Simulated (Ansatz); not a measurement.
System: GeBr$_{2}$ (charge 0, singlet). SMILES: [Br][Ge][Br]
Geometry from a B3LYP-D3(BJ)/def2-TZVP (Ansatz, an electronic-structure program) optimisation:
```
Ge
Br 1 2.3672
Br 1 2.3672 2 101.50
```

Wanted: atomisation energy, in kcal/mol. Terms: non-relativistic; UHF or UKS for open shells; no dispersion term unless named; atomisation electronic, to ground-state atoms; spin-orbit terms left out. First-principles rows: single points at B3LYP-D3(BJ) geometries (Ansatz).

```
species       coefficient  E at HF/STO-3G (Ansatz), Eh  E at PBE/def2-TZVPD (Ansatz), Eh
------------  -----------  ---------------------------  --------------------------------
[Br][Ge][Br]           -1                  -7141.15475                       -7224.32717
Br atom                +2                  -2544.63678                       -2573.72119
Ge atom                +1                  -2051.63626                       -2076.60198
```

 1 Eh = 627.5095 kcal/mol.

Question: Work the quantity out at each level.

Answer: 
- HF/STO-3G: the sum of coefficient times E is 0.24493 Eh, or 153.70 kcal/mol. Result: 153.7 kcal/mol.
- PBE/def2-TZVPD: the sum of coefficient times E is 0.28281 Eh, or 177.47 kcal/mol. Result: 177.5 kcal/mol.
